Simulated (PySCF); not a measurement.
Sn(H)3(OAc), SMILES [SnH3][O]C(C)=O, singlet at its PBE0/def2-SVP optimised geometry (Å):

```
11

Sn     0.0466    -1.8244     0.0000
O     -0.6583     0.1383     0.0000
C     -0.2675     0.6483     1.1382
C     -0.6588     2.0783     1.3696
O      0.3749    -0.0188     1.9374
H      1.7497    -1.8244     0.0000
H     -0.7137    -2.7096     1.2406
H     -0.5790    -2.2439    -1.5416
H     -0.2110     2.7096     0.5881
H     -0.3233     2.4088     2.3587
H     -1.7497     2.1816     1.2807
```

Computed with PBE0/def2-TZVP, def2 effective core potentials past Kr run with PySCF. The core electrons that the potentials of Sn replace are not part of the density. Cells within 0.4 Å of a nucleus heavier than hydrogen are left out (blank, or x).

Map of the electrostatic potential (hartree/e), clipped to [-0.08, 0.12] on the plane z = 0.8 Å:

```
|11111111111111111111111111110|
|11111111111111111111111111100|
|11111111111112211111111111100|
|11111111111222222111111111000|
|11111111222235532211111110000|
|11111122223489973211111100000|
|11111223566999994211111000000|
|11111235999999994211110000000|
|11111236999999994211100000000|
|11111224999999984211000000000|
|11111123458999996311000000000|
|11111111237999999410000000000|
|1111111112799x999410000000000|
|11111000016999999300000000000|
|11110000014999997200000000000|
|11110000013899996310000000000|
|11111111113799999520000000000|
|11111111235999999942100000000|
|11111111247999999974210000000|
|11111111247999999996421000000|
|11111111237999999985311000000|
|11111111236999999963211000000|
|11111111125999999842111100000|
|11111111123799997532111111000|
|11111111112344554432111111110|
|11111111111222333322111111111|
|11111111111112222221111111111|
|11111111111111222211111111111|
|11111111111111111111111111111|
```
Scale: ten equal steps from -0.013 (start of '0') to 0.120 (end of '9'), in the order '0123456789'; x runs from -5.00 to 5.00, y from -5.00 (bottom) to 5.00 (top).
